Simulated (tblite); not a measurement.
Compound: C6H8N (doublet state).
Atom-mapped SMILES: `[C:1]#[C:2][C@H:3]([CH2:4][CH3:5])[N:6]=[CH2:7]` (hydrogens: H8 on C3; H9, H10 on C4; H11, H12, H13 on C5; H14, H15 on C7)

Structure used (GFN2-xTB), in Å, numbered top down from 1:
```xyz
15
C6H8N angstrom
C      0.492    2.211    1.137
C      0.432    1.346    0.311
C      0.399    0.221   -0.652
C     -0.801   -0.694   -0.353
C     -2.126    0.038   -0.516
N      1.579   -0.562   -0.683
C      2.556   -0.441    0.083
H      0.278    0.651   -1.657
H     -0.707   -1.069    0.668
H     -0.752   -1.545   -1.035
H     -2.254    0.384   -1.540
H     -2.163    0.900    0.147
H     -2.952   -0.625   -0.270
H      2.623    0.311    0.873
H      3.390   -1.117   -0.040
```

Computed with GFN2-xTB (tblite): harmonic, unscaled wavenumbers at the GFN2-xTB geometry, gas phase. Against measured fundamentals such values can be off by several per cent, at times by over 20. One conformer, not necessarily the lowest. Open shells enter through the occupations alone, without spin polarisation, and single modes of such species can be off by tens of per cent.

Harmonic wavenumbers (cm⁻¹): 74.9, 98.3, 128.7, 160.2, 222.3, 253.7, 330.5, 381.4, 402.4, 534.4, 675.1, 782.8, 869.2, 955.0, 977.0, 1019.0, 1058.7, 1101.0, 1106.8, 1128.4, 1214.7, 1227.7, 1258.1, 1323.0, 1395.8, 1413.5, 1474.2, 1496.5, 1500.7, 1763.9, 2275.5, 2870.9, 2919.3, 2975.6, 2987.6, 3033.0, 3042.5, 3046.0, 3069.0.

A = 3836, B = 2242, C = 1524 MHz; mass 94.066 u (most abundant isotopes); point group C1, symmetry number 1; spin multiplicity 2.

Problem. Zero-point energy?

Solution. ½Σν̃ = 26274 cm⁻¹ = 314.30 kJ/mol.

Problem. Give the ideal-gas entropy at 200 K and 1 bar in the rigid-rotor, harmonic-oscillator model (classical rotation).

Solution. Translation 157.23, rotation 110.49, vibration 60.12, spin (R ln 2) 5.76: S = 333.6 J/(mol K).

Problem. And Cp and H(200 K) − H(0)?

Solution. Cp = 100.04 J/(mol K), of which vibrations give 66.78 (their classical limit is 39 R = 324.3); H(200 K) − H(0) = 13.52 kJ/mol without the zero-point energy, 6.87 from vibrations.

Problem. Blend soft modes into free rotors: weight 1/[1 + (100 cm⁻¹/ν̃)⁴] for the oscillator and the rest for a rotor with moment μB/(μ + B), μ = h/(8π²ν), B = 10⁻⁴⁴ kg m². What vibrational entropy results?

Solution. 58.28 J/(mol K) in place of 60.12, which changes −T·S at 200 K by +0.37 kJ/mol.

Problem. How do the functions run with temperature in this model?

Solution. 
| T (K) | S (J/(mol K)) | Cp (J/(mol K)) | H − H(0) (kJ/mol) | G − H(0) (kJ/mol) | ln q(vib) |
| --- | --- | --- | --- | --- | --- |
| 50 | 234.3 | 49.1 | 1.92 | -9.80 | 0.22 |
| 100 | 275.2 | 70.3 | 4.93 | -22.59 | 1.05 |
| 298.15 | 378.7 | 128.0 | 24.69 | -88.21 | 5.09 |
| 373.15 | 409.8 | 150.0 | 35.12 | -117.79 | 6.58 |
| 500 | 458.5 | 183.7 | 56.34 | -172.91 | 9.03 |
| 750 | 543.0 | 233.1 | 108.86 | -298.39 | 13.67 |
| 1000 | 614.9 | 266.4 | 171.56 | -443.36 | 17.99 |

q(vib) and H(0) count from the zero-point level.

Problem. Which modes carry the vibrational entropy at 200 K?

Solution. 74.9 cm⁻¹: 13.56; 98.3 cm⁻¹: 11.37; 128.7 cm⁻¹: 9.25; 160.2 cm⁻¹: 7.58; 222.3 cm⁻¹: 5.24; 253.7 cm⁻¹: 4.38 J/(mol K); the other 33 give 8.75 together.

Problem. What must be added to the electronic energy to get the Gibbs energy at 200 K and 1 bar?

Solution. ZPE + [H(200 K) − H(0)] − T·S = 314.30 + 13.52 − 66.72 = 261.10 kJ/mol.

Hindered rotation and anharmonicity are outside this model. Other conformers, if any are populated, would add a mixing term that is left out. The structure is chiral; the term R ln 2 for an equal mix with its mirror image is left out.
